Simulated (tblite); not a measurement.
Run record: tight-binding relaxation, `FBSC(=C(F)F)F`.

Computed with GFN2-xTB geometry optimisation, gas phase (tblite 0.8.0). Start geometry: from a force field or distance geometry. A driver script takes a list of jobs; this job's settings line and coordinates (Å) are shown.

Command:
```bash
OMP_NUM_THREADS=1 python probes_run.py task.json out
```

Input:
```
{"job": {"kind": "relax", "xc": "GFN2-xTB", "basis": "xTB"}, "charge": 0, "multiplicity": 1}
F      1.570000     0.059100     1.817700
B      1.130700    -1.005100     0.939100
S      1.165100    -0.774100    -0.916500
C     -0.523500    -0.125800    -0.958300
F     -1.559700    -1.006900    -1.061200
C     -0.767400     1.178700    -0.881900
F     -2.039300     1.643300    -0.917500
F      0.267100     2.072300    -0.766500
H      0.770500    -2.035600     1.410300
```

Problem. Give the output.

Solution. 
```
step      E/eV     max force
  0    -766.86361    3.985
  1    -767.24862    2.185
  2    -767.24078    4.676
  3    -767.38831    0.571
  4    -767.40546    0.387
  5    -767.42378    0.274
  6    -767.42947    0.242
  7    -767.43620    0.163
  8    -767.43879    0.156
  9    -767.44188    0.163
... (52 lines left out)
 62    -767.99495    0.052
 63    -767.99544    0.054
 64    -767.99588    0.057
 65    -767.99621    0.052
 66    -767.99643    0.041
 67    -767.99656    0.030
 68    -767.99665    0.026
 69    -767.99670    0.028
 70    -767.99673    0.021
 71    -767.99675    0.010
```

«max force» is the largest atomic force in eV/Å.

Problem. From which step on does the largest force stay under 0.1 eV/Å, and how much energy is left to gain from there?

Solution. From step 54 (0.086 eV/Å), 5.9 meV above the end.

Main results: energy lowered by 26.1 kcal/mol over 71 steps; largest atomic force 0.010 eV/Å at the end.

Hardware: one thread of an Intel Xeon at 2.50 GHz, no GPU, shared host. Cost: 0.71 s.
Labels such as C1 count atoms from 1, the log's own numbers from 0.
